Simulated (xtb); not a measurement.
Job for xtb: GFN1-xTB on C3H10 (a complex), monomers drawn apart or pushed together.

```
$ xtb mol.xyz --gfn 1 --sp --chrg 0 --uhf 0
13

C     -0.02753316     0.02287696     0.12921450
H     -0.98491102    -0.49550397     0.09257225
H      0.26732431     0.31149980    -0.87885060
H     -0.11932324     0.91197809     0.75091302
H      0.72671233    -0.63828296     0.55382927
C     -0.39067061    -0.65999640     4.39001952
C      0.43592040     0.62235820     4.36394074
H      0.20623896    -1.50985866     4.72760987
H     -0.77775676    -0.90171754     3.39866099
H     -1.24420376    -0.56819967     5.06490889
H      0.82182809     0.86660727     5.35577140
H     -0.16034484     1.47179783     4.02422008
H      1.29020468     0.53041662     3.69054956
```

**Question.** Predict the final total energy.

**Answer.** -11.7448 hartree.
